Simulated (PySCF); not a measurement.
# Shifts of the heteroatoms

Atoms are numbered as in `[O:1]=[C:2]([CH2:3][O:4][SiH3:5])[n:6]1[cH:7][cH:8][cH:9][cH:10]1`. Each H is labelled by its parent atom.

PySCF 2.14 calculation with coordinates at the GFN2-xTB level and σ from GIAO-PBE0/pcSseg-1; a single conformation, gas phase, relativity neglected, fast rotation and ring inversion assumed for equivalent nuclei.

Question: What are the 29Si shifts?

Answer: 
```json
{"atoms": "Si5", "environment": "silicon bonded to O, 3 H", "σ (ppm)": "383.3", "δ (ppm)": "-35.1"}
```

Shieldings were converted by a linear fit to measured shifts: 29Si: δ = 279.94 − 0.822σ (rms 8.9 ppm, 72 shifts, 25.8 ppm with the 6 outliers that the fit left out vs TMS, solution or neat liquid). A few per cent of atoms miss by over 2 rms, more outside the fitted compound classes.

On a 300 MHz spectrometer 29Si resonates near 59.6 MHz, so 1 ppm is 59.6 Hz.

Question: What are the 15N shifts?

Answer: 
```json
{"atoms": "N6", "environment": "pyrrole-type ring nitrogen", "σ (ppm)": "42.8", "δ (ppm)": "-187.5"}
```

Shieldings were converted by a linear fit to measured shifts: 15N: δ = -148.07 − 0.921σ (rms 6.3 ppm, 71 shifts vs CH3NO2, solution or neat liquid). Occasional misses reach two or three times the rms, and more in compound classes unlike the fitted ones.

On a 400 MHz spectrometer 15N resonates near 40.5 MHz, so 1 ppm is 40.5 Hz.

Question: What are the 17O shifts?

Answer: 
| atoms | environment | σ (ppm) | δ (ppm) |
| --- | --- | --- | --- |
| O1 | amide-type carbonyl oxygen | -158.3 | 410.9 |
| O4 | oxygen bonded to C, Si | 325.6 | -29.9 |

Shieldings were converted by a linear fit to measured shifts: 17O: δ = 266.70 − 0.911σ (rms 10.7 ppm, 155 shifts, 12.2 ppm with the 3 outliers that the fit left out vs liquid water, solution or neat liquid). A few per cent of atoms miss by over 2 rms, more outside the fitted compound classes.

On a 300 MHz spectrometer 17O resonates near 40.7 MHz, so 1 ppm is 40.7 Hz.
